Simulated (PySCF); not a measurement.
Compound: C7H10N2O.
Atom-mapped SMILES: `[CH3:1][C:2](=[O:3])[c:4]1[cH:5][n:6]([CH3:7])[n:8][c:9]1[CH3:10]`

Cartesian coordinates in Å at the GFN2-xTB level; atoms count from 1:
```
atom  x, y, z in Å
C1     2.7557   -0.9103   -0.1633
C2     1.9191    0.3504   -0.2283
O3     2.4172    1.4428   -0.4015
C4     0.4846    0.1533   -0.0679
C5    -0.2205   -1.0253    0.1435
N6    -1.5165   -0.6997    0.2236
C7    -2.6302   -1.5690    0.4698
N8    -1.7104    0.6145    0.0809
C9    -0.5242    1.1586   -0.0979
C10   -0.3424    2.6141   -0.2991
H11    2.6169   -1.3989    0.7987
H12    3.8049   -0.6580   -0.2935
H13    2.4492   -1.5979   -0.9487
H14    0.1094   -2.0407    0.2361
H15   -2.6726   -1.8542    1.5239
H16   -3.5384   -1.0277    0.2133
H17   -2.5523   -2.4690   -0.1402
H18   -1.3073    3.1125   -0.2722
H19    0.3079    3.0175    0.4751
H20    0.1447    2.7976   -1.2552
```

NICS is the negative of the GIAO shielding at a point without a nucleus: at the ring centre (0) and 1 Å above and below it (1); zz is the component along the ring normal. Level: GIAO PBE0/pcSseg-1 (PySCF, non-relativistic, gas phase) on the GFN2-xTB geometry, one conformer.

Ring bond lengths (Å), with Mayer bond orders in brackets: C4–C5 1.390 (1.36), C5–N6 1.339 (1.14), N6–N8 1.336 (1.18), N8–C9 1.317 (1.54), C9–C4 1.424 (1.24).

Task: What do the NICS probes read (ppm)?

Result: 
```
          ring                                                 type  NICS(0)  NICS(1), two faces  NICS(1)zz, two faces  rms pucker (Å)  centre to ring atoms, mean (Å)
C4–C5–N6–N8–C9  5-membered ring with 2 N; formal bonds all aromatic    -12.0       -11.0 / -11.1         -25.9 / -26.3            0.00                            1.16
```

Task: What can be read from them?

Result: 
- C4–C5–N6–N8–C9: mean NICS(1)zz -26.1 ppm, shielded, aromatic by this magnetic criterion (flat ring, no four-coordinate atom).

Task: How equal are the bonds by HOMA? HOMA = 1 − mean of α(R − Ropt)² over the ring bonds, with Krygowski's 1993 parameters (CC: Ropt 1.388 Å, α 257.7 Å⁻²; CN: Ropt 1.334 Å, α 93.52 Å⁻²; NN: Ropt 1.309 Å, α 130.33 Å⁻²).

Result: 
- C4–C5–N6–N8–C9: HOMA 0.91; the largest term is that of C9–C4, α(R − Ropt)² = 0.34. The geometric and the magnetic index point the same way.

Task: What field does 7.05 T along the ring normal induce along that normal at the second NICS(1) probe listed for ring C4–C5–N6–N8–C9, 1 Å off the ring?

Result: NICSzz × B0 = -26.3 ppm × 7.05 T = -185 μT, against the applied field.

Task: Give the inner angles of the rings and the Hirshfeld charges of the ring atoms.

Result: 
- C4–C5–N6–N8–C9: C4 104.0° (-0.070 e), C5 107.1° (-0.012 e), N6 111.9° (+0.046 e), N8 106.9° (-0.147 e), C9 110.1° (+0.045 e); sum 540.0° against 540° for a flat convex ring.

Rough CPU time on one thread of a shared machine: about 1.9 min. This is the whole shielding run at PBE0/pcSseg-1, SCF included.
